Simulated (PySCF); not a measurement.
Dipole response of He (helium, neutral)

1s2, closed-shell 1S. All numbers are calculated (PySCF 2.14, the spin-free X2C one-electron Hamiltonian (Gaussian nucleus), in dyall-av3z). Coupled (time-dependent) response in atomic units; α is the mean over directions.

| method | mean α (bohr³) | C₆ (like pair) | S(−4) |
| --- | --- | --- | --- |
| UHF | 1.307 | 1.367 | 1.263 |
| PBE | 1.526 | 1.699 | 1.767 |
| PBE0 | 1.456 | 1.591 | 1.598 |

S(−4) is the Cauchy moment in α(ω) = α(0) + S(−4) ω² + …

Reference α: 1.384 bohr³ (recommended; Schwerdtfeger and Nagle, table of static dipole polarizabilities (2023 update)). Published C₆: 1.420 (Chu and Dalgarno (2004); Tang, Norbeck and Certain (1976)).

α(iu) at UHF:

```csv
u (hartree),α(iu) (bohr³)
0,1.307
0.0500,1.304
0.100,1.295
0.200,1.259
0.300,1.203
0.500,1.057
0.750,0.8586
1.00,0.6859
1.50,0.4458
2.00,0.3058
3.00,0.1659
5.00,0.06926
```
